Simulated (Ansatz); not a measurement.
Program: Ansatz. Geometries: PBE0-D4/def2-TZVP. ΔE: electronic, gas phase. CCSD(T)/CBS adds triple-zeta CCSD(T) − MP2 to the extrapolated MP2 energy (def2 sets, frozen cores). This one scheme is used for every species. DFT in def2-TZVPP. B3LYP here is the variant with VWN-RPA as its local correlation; programs differ in this. Each species was taken in one conformer, which may not be the lowest.

Consider the formal loss of a carbene: `CC(F)OC(F)F` → `COC(F)F` + `[CH]F`.

`CC(F)OC(F)F`:

```xyz
12

C     0.773    0.757   -1.387
C    -0.242    0.471   -0.322
F    -0.787    1.648    0.122
O     0.407   -0.148    0.761
C    -0.314   -1.044    1.478
F    -0.640   -2.122    0.722
F    -1.480   -0.528    1.913
H     0.304    1.310   -2.201
H     1.583    1.354   -0.966
H     1.180   -0.177   -1.774
H    -1.068   -0.153   -0.674
H     0.286   -1.370    2.328
```

`COC(F)F`:

Z-matrix (Å, degrees):
```
C
O 1 1.417
H 1 1.093 2 111.2
H 1 1.096 2 110.9 3 122.1
H 1 1.088 2 106.4 3 -119.3
C 2 1.349 1 113.9 3 -66.8
F 6 1.336 2 107.6 1 -172.4
F 6 1.360 2 111.2 1 70.3
H 6 1.099 2 113.6 1 -50.8
```

`[CH]F`:

Z-matrix (Å, degrees):
```
C
F 1 1.301
H 1 1.126 2 102.3
```

CCSD(T)/CBS gives +423.8 kJ/mol.

(1) Another level gave +446.9 kJ/mol. Which?
A. ωB97X-V/def2-TZVPP
B. PBE0-D4/def2-TZVPP
C. CCSD(T)/def2-TZVPP
D. B3LYP/def2-TZVPP

Largest T1 diagnostic among the species: 0.018.

## Answers

(1) B. PBE0-D4 446.9, B3LYP 408.8, ωB97X-V 431.1, CCSD(T)/def2-TZVPP 418.7 kJ/mol.

In def2-TZVPP, CCSD(T) changes the Hartree–Fock value by +40.2 kJ/mol (the triples alone add +3.3 kJ/mol) and MP2 by +67.7 kJ/mol. The D4 term adds +10.6 kJ/mol with B3LYP and +5.8 kJ/mol with PBE0; it sums over pairs of atoms, weighted by their polarisabilities, and B3LYP, whose exchange is more repulsive, gets the larger term. From PBE to PBE0 (25 % exact exchange), in def2-TZVPP and without D4, ΔE moves by +11.0 kJ/mol.
